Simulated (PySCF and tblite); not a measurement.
Values are calculated unless marked as measured or tabulated.
C5H9BrO, numbered as in [Br:1][C@@H:2]1[CH2:3][CH2:4][CH2:5][O:6][CH2:7]1.

Geometries PBE0-D3(BJ)/def2-SVP; weights from PBE0-D3(BJ)/def2-TZVP energies and GFN2-xTB thermal corrections, with symmetry numbers and mirror pairs. Conformers within 4 kcal/mol (GFN2-xTB free energy) were kept, 5 at most. Of two unlike H on one atom, a is the less shielded (PBE0/pcSseg-1). (PySCF 2.14, tblite 0.8.)

An NOE distance is ⟨r⁻⁶⟩^(−1/6) over all pairs of like atoms and, for the average, over conformers.

The 6-ring runs over atoms 2–3–4–5–6–7.

```json
{"conformer": "1", "shape": "6-ring chair (all substituents equatorial)", "weight %": "91.4"}
{"conformer": "2", "shape": "6-ring chair (Br1 axial)", "weight %": "8.6"}
```

**Question.** Which H–H contacts under 3.5 Å would NOEs report (pairs on one atom left out) at 298.15 K?

**Answer.** 
```csv
pair,in 1 (Å),in 2 (Å),average (Å)
H5b ··· H7b,2.41,4.03,2.45
H2 ··· H7a,2.46,2.42,2.46
H4a ··· H5a,2.46,2.47,2.46
H2 ··· H3a,2.48,2.43,2.48
H3b ··· H4b,2.48,2.49,2.48
H4b ··· H5b,2.48,2.47,2.48
H3a ··· H4a,2.49,2.47,2.49
H4b ··· H5a,2.54,3.07,2.57
H3a ··· H4b,2.56,3.07,2.58
H3b ··· H7b,2.61,4.31,2.64
H3b ··· H5b,2.65,4.33,2.69
H2 ··· H4a,2.66,4.31,2.70
H2 ··· H3b,3.06,2.55,2.98
H2 ··· H7b,3.07,2.53,2.98
H4a ··· H5b,3.07,2.54,2.99
H3b ··· H4a,3.08,2.56,3.00
H5a ··· H7a,4.04,2.42,3.41
```

Longer pairs under the limit may be missing.

**Question.** In a model where alignment follows shape alone (order matrix 0.002 × (3G/tr G − 1)/2, G the second moments of the atom positions; splitting J + 2D), what are the one-bond C–H dipolar couplings D?

**Answer.** H2 11.6 Hz (12.9 in conformer 1), H3b 11.8 Hz (13.0 in conformer 1), H3a 0.4 Hz (-0.5 in conformer 1), H4a 11.1 Hz (12.6 in conformer 1), H4b -2.8 Hz (-4.0 in conformer 1), H5b 11.2 Hz (12.5 in conformer 1), H5a -5.5 Hz (-6.9 in conformer 1), H7b 11.1 Hz (12.5 in conformer 1), H7a -2.3 Hz (-3.4 in conformer 1).
